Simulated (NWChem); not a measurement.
System: GaH3O3; SMILES [OH][Ga]([OH])[OH]

Here is an NWChem input.

```
start job
memory heap 200 mb stack 900 mb global 1100 mb
geometry units angstroms noautoz
  Ga     0.000000     0.000000     0.000000
  O     -1.236211    -1.272424     0.000000
  H     -2.134638    -0.925705     0.000000
  O     -0.483846     1.706802     0.000000
  H      0.265635     2.311503     0.000000
  O      1.720057    -0.434378     0.000000
  H      1.869002    -1.385798     0.000000
end
basis spherical
  Ga library def2-svp
  O library def2-svp
  H library def2-svp
end
dft
  xc m06-2x
  iterations 150
  mulliken
end
task dft gradient
```

NWChem printed, in part:

```
             Northwest Computational Chemistry Package (NWChem) 7.3.0
             --------------------------------------------------------

 C3H symmetry detected

                             Geometry "geometry" -> ""
                             -------------------------

 Output coordinates in angstroms (scale by  1.889725989 to convert to a.u.)

  No.       Tag          Charge          X              Y              Z
 ---- ---------------- ---------- -------------- -------------- --------------
    1 Ga                  31.0000     0.00000000     0.00000000     0.00000000
    2 O                    8.0000     1.77405757     0.00000004     0.00000000
    3 H                    1.0000     2.15142473    -0.88599035     0.00000000
    4 O                    8.0000    -0.88702875    -1.53637895     0.00000000
    5 H                    1.0000    -1.84300251    -1.42019330     0.00000000
    6 O                    8.0000    -0.88702883     1.53637890     0.00000000
    7 H                    1.0000    -0.30842222     2.30618364     0.00000000

 Effective nuclear repulsion energy (a.u.)     297.0795780422

      Symmetry information
      --------------------

 Group name             C3h
 Group number             22
 Group order               6
 No. of unique centers     3

                                 NWChem DFT Module
                                 -----------------

 Summary of "ao basis" -> "ao basis" (spherical)
 ------------------------------------------------------------------------------
       Tag                 Description            Shells   Functions and Types
 ---------------- ------------------------------  ------  ---------------------
 Ga                         def2-svp                12       32   5s4p3d
 O                          def2-svp                 6       14   3s2p1d
 H                          def2-svp                 3        5   2s1p

      Symmetry analysis of basis
      --------------------------

        a'         22
        e'+        21
        e'-        21
        a"          9
        e"+         8
        e"-         8

  Rotation of axis

            General Information
            -------------------
          SCF calculation type: DFT
          Wavefunction type:  closed shell.
          No. of atoms     :     7
          No. of electrons :    58
           Alpha electrons :    29
            Beta electrons :    29
          Charge           :     0
          Spin multiplicity:     1
          Use of symmetry is: on ; symmetry adaption is: on
          Maximum number of iterations: 150
          AO basis - number of functions:    89
                     number of shells:    39
          Convergence on energy requested:  1.00D-06
          Convergence on density requested:  1.00D-05
          Convergence on gradient requested:  5.00D-04

              XC Information
              --------------
                       M06-2X Method XC Functional
                     Hartree-Fock (Exact) Exchange  0.540
                        M06-2X Exchange Functional  1.000
                      M06-2X Correlation Potential  1.000

             Grid Information
             ----------------
          Grid used for XC integration:  medium
          Radial quadrature: Mura-Knowles
          Angular quadrature: Lebedev.
          Tag              B.-S. Rad. Rad. Pts. Rad. Cut. Ang. Pts.
          ---              ---------- --------- --------- ---------
          Ga                  1.30      112           8.0       590
          O                   0.60       49          10.0       434
          H                   0.35       45          11.0       434
          Grid pruning is: on
          Number of quadrature shells:   206
          Spatial weights used:  Erf1

      Superposition of Atomic Density Guess
      -------------------------------------

 Sum of atomic energies:       -2148.54715969

      Non-variational initial energy
      ------------------------------

 Total energy =   -2149.260348
 1-e energy   =   -3587.030219
 2-e energy   =    1140.690293
 HOMO         =      -0.480169
 LUMO         =      -0.064846

      Symmetry analysis of molecular orbitals - initial
      -------------------------------------------------

  Numbering of irreducible representations:

     1 a'          2 e'+         3 e'-         4 a"          5 e"+
     6 e"-

  Orbital symmetries:

     1 a'          2 a'          3 e'+         4 e'+         5 a"
     6 a'          7 e'+         8 e'+         9 a'         10 e'+
    11 e'+        12 a"         13 a'         14 e'+        15 e'+
    16 e'+        17 e'+        18 e"+        19 e"+        20 a'
    21 a'         22 e'+        23 e'+        24 a'         25 a"
    26 e'+        27 e'+        28 e"+        29 e"+        30 a'
    31 a"         32 e'+        33 e'+        34 a'         35 e'+
    36 e'+        37 a'         38 a"         39 e'+

     ---------------------------------------------
      Total Density - Mulliken Population Analysis
     ---------------------------------------------

    Atom       Charge   Shell Charges
 -----------   ------   -------------------------------------------------------
    1 Ga  31    29.42   2.00  2.00  2.00  0.61  0.04  6.00  5.98  0.46  0.17  8.12  1.83  0.23
    2 O    8     8.87   1.99  1.11  0.66  3.09  2.02  0.00
    3 H    1     0.66   0.53  0.07  0.06
    4 O    8     8.87   1.99  1.11  0.66  3.09  2.02  0.00
    5 H    1     0.66   0.53  0.07  0.06
    6 O    8     8.87   1.99  1.11  0.66  3.09  2.02  0.00
    7 H    1     0.66   0.53  0.07  0.06

   convergence    iter        energy       DeltaE   RMS-Dens  Diis-err
 ---------------- ----- ----------------- --------- --------- ---------
 d= 0,ls=0.0,diis     1  -2151.7746150705 -2.45D+03  1.37D-02  1.19D+00
 d= 0,ls=0.0,diis     2  -2151.7509902726  2.36D-02  7.17D-03  1.65D+00
 d= 0,ls=0.0,diis     3  -2151.9056812404 -1.55D-01  5.72D-04  1.09D-02
 d= 0,ls=0.0,diis     4  -2151.9065092362 -8.28D-04  2.08D-04  1.29D-03
 d= 0,ls=0.0,diis     5  -2151.9065820091 -7.28D-05  6.57D-05  1.37D-04
  Resetting Diis
 d= 0,ls=0.0,diis     6  -2151.9065914990 -9.49D-06  1.88D-05  8.73D-07
 d= 0,ls=0.0,diis     7  -2151.9065918913 -3.92D-07  3.21D-06  3.56D-08

         Total DFT energy =    -2151.906591891257
      One electron energy =    -3590.180534398995
           Coulomb energy =     1243.274520764201
    Exchange-Corr. energy =     -102.080156298614
 Nuclear repulsion energy =      297.079578042152

 Numeric. integr. density =       57.999995493600

                  Occupations of the irreducible representations
                  ----------------------------------------------

                     irrep           alpha         beta
                     --------     --------     --------
                     a'                8.0          8.0
                     e'+              14.0         14.0
                     e'-               0.0          0.0
                     a"                3.0          3.0
                     e"+               4.0          4.0
                     e"-               0.0          0.0

                       DFT Final Molecular Orbital Analysis
                       ------------------------------------

 Vector   27  Occ=2.000000D+00  E=-4.065670D-01  Symmetry=e'+
              MO Center=  8.0D-01,  1.3D-01, -1.6D-15, r^2= 3.2D+00
   Bfn.  Coefficient  Atom+Function         Bfn.  Coefficient  Atom+Function
  ----- ------------  ---------------      ----- ------------  ---------------
    36      0.408332  2 O  px                39      0.298235  2 O  px
    74      0.264089  6 O  px                37      0.252458  2 O  py
    56      0.217403  4 O  py                77      0.189315  6 O  px
    12     -0.170878  1 Ga px                40      0.170938  2 O  py
    59      0.145025  4 O  py                 9      0.111478  1 Ga px

 Vector   28  Occ=2.000000D+00  E=-3.813168D-01  Symmetry=e"+
              MO Center=  8.6D-01, -5.4D-02,  1.9D-15, r^2= 2.9D+00
   Bfn.  Coefficient  Atom+Function         Bfn.  Coefficient  Atom+Function
  ----- ------------  ---------------      ----- ------------  ---------------
    38      0.508020  2 O  pz                41      0.394899  2 O  pz
    57     -0.265051  4 O  pz                76     -0.242970  6 O  pz
    60     -0.208425  4 O  pz                79     -0.186474  6 O  pz
    21      0.091072  1 Ga d  1              31     -0.071211  1 Ga d  1

 Vector   29  Occ=2.000000D+00  E=-3.813168D-01  Symmetry=e"+
              MO Center= -8.6D-01,  5.4D-02, -1.5D-15, r^2= 2.9D+00
   Bfn.  Coefficient  Atom+Function         Bfn.  Coefficient  Atom+Function
  ----- ------------  ---------------      ----- ------------  ---------------
    76     -0.446333  6 O  pz                57      0.433584  4 O  pz
    79     -0.348329  6 O  pz                60      0.335656  4 O  pz
    19      0.091072  1 Ga d -1              29     -0.071211  1 Ga d -1

 Vector   30  Occ=0.000000D+00  E= 5.137108D-03  Symmetry=a'
              MO Center= -3.1D-15, -1.1D-14, -8.4D-18, r^2= 4.9D+00
   Bfn.  Coefficient  Atom+Function         Bfn.  Coefficient  Atom+Function
  ----- ------------  ---------------      ----- ------------  ---------------
     5      1.085683  1 Ga s                 35     -0.380956  2 O  s
    54     -0.380956  4 O  s                 73     -0.380956  6 O  s
     3     -0.193134  1 Ga s                 48      0.159211  3 H  s
    67      0.159211  5 H  s                 86      0.159211  7 H  s
    56     -0.152838  4 O  py                59     -0.143829  4 O  py

 Vector   31  Occ=0.000000D+00  E= 4.070625D-02  Symmetry=a"
              MO Center=  1.8D-15, -3.1D-15, -1.2D-17, r^2= 4.2D+00
   Bfn.  Coefficient  Atom+Function         Bfn.  Coefficient  Atom+Function
  ----- ------------  ---------------      ----- ------------  ---------------
    17      0.825216  1 Ga pz                14      0.351842  1 Ga pz
    41     -0.216922  2 O  pz                60     -0.216922  4 O  pz
    79     -0.216922  6 O  pz                38     -0.189936  2 O  pz
    57     -0.189936  4 O  pz                76     -0.189936  6 O  pz
    11     -0.184246  1 Ga pz                 8      0.059302  1 Ga pz

 Vector   32  Occ=0.000000D+00  E= 1.002430D-01  Symmetry=e'+
              MO Center=  2.5D-01,  5.7D-01, -1.3D-16, r^2= 6.9D+00
   Bfn.  Coefficient  Atom+Function         Bfn.  Coefficient  Atom+Function
  ----- ------------  ---------------      ----- ------------  ---------------
    16      0.803609  1 Ga py                73     -0.711931  6 O  s
    86      0.600407  7 H  s                 54      0.483435  4 O  s
    48     -0.361544  3 H  s                 67     -0.238862  5 H  s
    35      0.228495  2 O  s                 40     -0.206875  2 O  py
    37     -0.171545  2 O  py                77     -0.170897  6 O  px

     ---------------------------------------------
      Total Density - Mulliken Population Analysis
     ---------------------------------------------

    Atom       Charge   Shell Charges
 -----------   ------   -------------------------------------------------------
    1 Ga  31    30.11   2.00  2.00  1.99  0.69 -0.01  6.00  5.98  0.79  0.31  8.12  1.82  0.42
    2 O    8     8.50   1.99  1.06  0.69  2.85  1.91  0.01
    3 H    1     0.79   0.67  0.06  0.07
    4 O    8     8.50   1.99  1.06  0.69  2.85  1.91  0.01
    5 H    1     0.79   0.67  0.06  0.07
    6 O    8     8.50   1.99  1.06  0.69  2.85  1.91  0.01
    7 H    1     0.79   0.67  0.06  0.07

     -------------------------------------------
      Total Density - Lowdin Population Analysis
     -------------------------------------------

    Atom       Charge   Shell Charges
 -----------   ------   -------------------------------------------------------
    1 Ga  31    30.65   2.00  2.00  1.92  0.53  0.18  5.99  5.84  0.98  0.50  7.86  2.02  0.83
    2 O    8     8.21   1.97  0.87  0.61  2.69  2.07  0.01
    3 H    1     0.90   0.55  0.17  0.19
    4 O    8     8.21   1.97  0.87  0.61  2.69  2.07  0.01
    5 H    1     0.90   0.55  0.17  0.19
    6 O    8     8.21   1.97  0.87  0.61  2.69  2.07  0.01
    7 H    1     0.90   0.55  0.17  0.19

     Multipole analysis of the density
     ---------------------------------

     L   x y z        total         alpha         beta         nuclear
     -   - - -        -----         -----         ----         -------
     0   0 0 0     -0.000000    -29.000000    -29.000000     58.000000

     1   1 0 0      0.000000      0.000000      0.000000      0.000000
     1   0 1 0      0.000000      0.000000      0.000000     -0.000000
     1   0 0 1      0.000000      0.000000      0.000000      0.000000

     2   2 0 0    -24.303187    -94.085690    -94.085690    163.868193
     2   1 1 0      0.000000      0.000000      0.000000      0.000000
     2   1 0 1      0.000000      0.000000      0.000000      0.000000
     2   0 2 0    -24.303187    -94.085690    -94.085690    163.868193
     2   0 1 1      0.000000      0.000000      0.000000      0.000000
     2   0 0 2    -23.132136    -11.566068    -11.566068      0.000000

            General Information
            -------------------
          SCF calculation type: DFT
          Wavefunction type:  closed shell.
          No. of atoms     :     7
          No. of electrons :    58
           Alpha electrons :    29
            Beta electrons :    29
          Charge           :     0
          Spin multiplicity:     1
          Use of symmetry is: on ; symmetry adaption is: on
          Maximum number of iterations: 150
          AO basis - number of functions:    89
                     number of shells:    39
          Convergence on energy requested:  1.00D-06
          Convergence on density requested:  1.00D-05
          Convergence on gradient requested:  5.00D-04

              XC Information
              --------------
                       M06-2X Method XC Functional
                     Hartree-Fock (Exact) Exchange  0.540
                        M06-2X Exchange Functional  1.000
                      M06-2X Correlation Potential  1.000

             Grid Information
             ----------------
          Grid used for XC integration:  medium
          Radial quadrature: Mura-Knowles
          Angular quadrature: Lebedev.
          Tag              B.-S. Rad. Rad. Pts. Rad. Cut. Ang. Pts.
          ---              ---------- --------- --------- ---------
          Ga                  1.30      112           8.0       590
          O                   0.60       49          10.0       434
          H                   0.35       45          11.0       434
          Grid pruning is: on
          Number of quadrature shells:   206
          Spatial weights used:  Erf1

          Convergence Information
          -----------------------
          Convergence aids based upon iterative change in
          total energy or number of iterations.
          Levelshifting, if invoked, occurs when the
          HOMO/LUMO gap drops below (HL_TOL):  1.00D-02
          DIIS, if invoked, will attempt to extrapolate
          using up to (NFOCK): 10 stored Fock matrices.

[...]

                         DFT ENERGY GRADIENTS

    atom               coordinates                        gradient
                 x          y          z           x          y          z
   1 Ga      0.000000   0.000000   0.000000    0.000000  -0.000000  -0.000000
   2 O       3.352483   0.000000   0.000000   -0.000595   0.001490   0.000000
   3 H       4.065603  -1.674279   0.000000   -0.001874  -0.000454   0.000000
   4 O      -1.676241  -2.903335   0.000000    0.001588  -0.000229   0.000000
   5 H      -3.482770  -2.683776   0.000000    0.000544   0.001850   0.000000
   6 O      -1.676241   2.903335   0.000000   -0.000993  -0.001261   0.000000
   7 H      -0.582833   4.358055   0.000000    0.001330  -0.001396   0.000000
```

Level: M06-2X/def2-SVP. All runs use the structure optimised with PBE0/def2-SVP.
